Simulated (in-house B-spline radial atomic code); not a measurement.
**P: [Ne] 3s2 3p3**

Level of theory: non-relativistic B97-1, spin-polarised, spherical fractional occupations, exact exchange averaged over the configuration, point nucleus; calculated with an all-electron radial atomic-structure program (B-spline basis).

Screening seen three ways: the hydrogenic charge with the same mean radius, Z_r = [3n² - l(l+1)]/(2<r>), the one with the same energy, Z_e = n√(-2ε), and Slater's rules. Values are occupation-weighted means over spin.

```
shell  electrons   ε (eV)  <r> (bohr)    Z_r    Z_e  Slater
   1s          2  -2098.2      0.1039  14.43  12.42   14.70
   2s          2  -179.49      0.5203  11.53   7.26   10.85
   2p          6  -129.07      0.4853  10.30   6.16   10.85
   3s          2  -14.662       1.925   7.01   3.11    4.80
   3p          3  -7.1357       2.303   5.43   2.17    4.80
```

The least bound orbital is 3p up at -7.136 eV, and it is also the most diffuse (<r> = 2.303 bohr).
